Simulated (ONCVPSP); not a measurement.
**Plane-wave convergence, ONCV potential for Be**

```
Element                 : Be (Z = 4)
Generator               : ONCVPSP 4.0.1
Type                    : optimised norm-conserving Vanderbilt (ONCV)
Functional              : BLYP
Relativity              : scalar-relativistic
Frozen core             : [He]
Valence charge          : 2
Reference configuration : 2s2
Partial waves           : 2s: rc 1.90 bohr, ncon 4, nbas 9, qcut 2.7 1/bohr, 2 projectors, debl 3 Ha; p scattering state at 0.26 Ha: rc 1.50 bohr, ncon 4, nbas 9, qcut 5.8 1/bohr, 3 projectors, debl 2 Ha
Local potential         : polynomial inside 1.15 bohr (lpopt 5, dvloc0 -1 Ha)
Core correction         : Teter function, fcfact 3.75, rcfact 1.2
```

In the p channel the program set the typed energies aside and used 0.050, 2.050, 4.050 Ha.

**Question.** For each optimised wave give the share of its norm inside rc, the residual kinetic energy above qcut (Ha) and the cutoffs (Ha) for errors of 10, 1, 0.1 and 0.01 mHa per electron.

**Answer.**

| wave | norm inside rc | residual KE | 10 mHa | 1 mHa | 0.1 mHa | 0.01 mHa |
| --- | --- | --- | --- | --- | --- | --- |
| 2s | 0.299 | 2.9e-03 | 1.1 | 8.4 | 56.4 | 68.0 |
| s projector 2 | 0.153 | 9.1e-02 | 8.8 | 42.4 | 79.9 | 89.6 |
| p projector 1 | 0.296 | 1.6e-04 | 7.9 | 13.0 | 19.3 | 106.5 |
| p projector 2 | 0.133 | 1.0e-03 | 11.6 | 16.9 | 33.3 | 99.8 |
| p projector 3 | 0.149 | 7.2e-03 | 15.7 | 22.9 | 57.0 | 175.6 |

The occupied waves need 8.4 Ha and 56 Ha for 1 and 0.1 mHa. The cutoffs count occupied waves only; projector 2 of the s channel, the hardest unoccupied one, needs 42 Ha at the loose tolerance.
